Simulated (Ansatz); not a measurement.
Consider the formal exchange of groups at the Si–Cl bond: `N[Si](N)([SiH3])Cl` + CH₄ → `C[Si](N)(N)[SiH3]` + HCl.

Isolated molecules relaxed with PBE0-D4/def2-TZVP in Ansatz; ΔE leaves out vibrations. CBS: MP2 limit from def2 TZ/QZ plus the TZ coupled-cluster correction, frozen cores. This one scheme is used for every species. Functionals use def2-TZVPP. One conformer a species, not always the lowest.

| level | ΔE (kJ/mol) |
| --- | --- |
| ωB97M-V | 124.5 |
| B2PLYP | 126.7 |
| PBE0 | 123.9 |
| MP2/def2-TZVPP | 124.8 |
| CCSD(T)/def2-TZVPP | 119.0 |
| MP2/def2-QZVPP | 127.1 |
| SCS-MP2/def2-QZVPP | 126.6 |
| HF/CBS(def2) | 133.3 |

Problem. What does CCSD(T)/CBS give? (Estimate.)

Solution. Ansatz gave: +123.1 kJ/mol. The listed levels differ from it by 1.4, 3.6, 0.8, 1.7, -4.1, 4.0, 3.5, 10.2 kJ/mol.

Largest T1 diagnostic among the species: 0.011.

In def2-TZVPP, CCSD(T) changes the Hartree–Fock value by −14.6 kJ/mol (the triples alone add −0.4 kJ/mol) and MP2 by −8.7 kJ/mol.
